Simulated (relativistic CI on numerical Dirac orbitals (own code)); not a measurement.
# Sc²⁺: L-alpha,beta X-ray emission

Computed with this model: Dirac-Coulomb-Breit CI, KLI orbitals optimised for each configuration, model QED, valence Slater integrals scaled by 0.8, multiplet model of X-ray emission after core ionisation; configurations [Ar] 3d → [He] 2s2 2p5 3s2 3p6 3d → [Ne] 3s2 3p6; 300 K; Lorentzian 0.6 eV and Gaussian 0.5 eV FWHM. Energies are those of the free ion, without screening or charge transfer. S is read from ⟨S²⟩ = S(S + 1).

Field parameters in Wybourne normalisation: Td as Oh with Dq negative (B⁴₀ = 21Dq, B⁴₄ = √(5/14) B⁴₀). The field is a parameter set, without covalency.

Computed curve for Td, 10Dq = -6550 cm⁻¹, scaled to 100 at the maximum (points under 2 are left out and the grid is thinned):

| Energy (eV) | Intensity |
| --- | --- |
| 402.2 | 2.0 |
| 402.5 | 3.5 |
| 402.7 | 4.8 |
| 403.0 | 6.0 |
| 403.3 | 6.5 |
| 403.5 | 7.3 |
| 403.8 | 7.4 |
| 404.1 | 6.2 |
| 404.4 | 6.5 |
| 404.6 | 7.7 |
| 404.9 | 11.4 |
| 405.2 | 22.1 |
| 405.4 | 36.8 |
| 405.7 | 60.7 |
| 406.0 | 53.1 |
| 406.2 | 35.4 |
| 406.5 | 16.9 |
| 406.8 | 9.9 |
| 407.0 | 8.2 |
| 407.3 | 7.8 |
| 407.6 | 10.2 |
| 407.9 | 17.6 |
| 408.1 | 24.8 |
| 408.4 | 28.2 |
| 408.7 | 20.7 |
| 408.9 | 17.4 |
| 409.2 | 20.5 |
| 409.5 | 37.9 |
| 409.7 | 62.2 |
| 410.0 | 98.6 |
| 410.3 | 81.9 |
| 410.5 | 52.7 |
| 410.8 | 23.7 |
| 411.1 | 12.1 |
| 411.4 | 7.4 |
| 411.6 | 5.6 |
| 411.9 | 4.0 |
| 412.2 | 3.0 |
| 412.4 | 2.5 |
| 412.7 | 2.0 |

The ground state has S = 0.50, and the centroid lies at 408.18 eV.
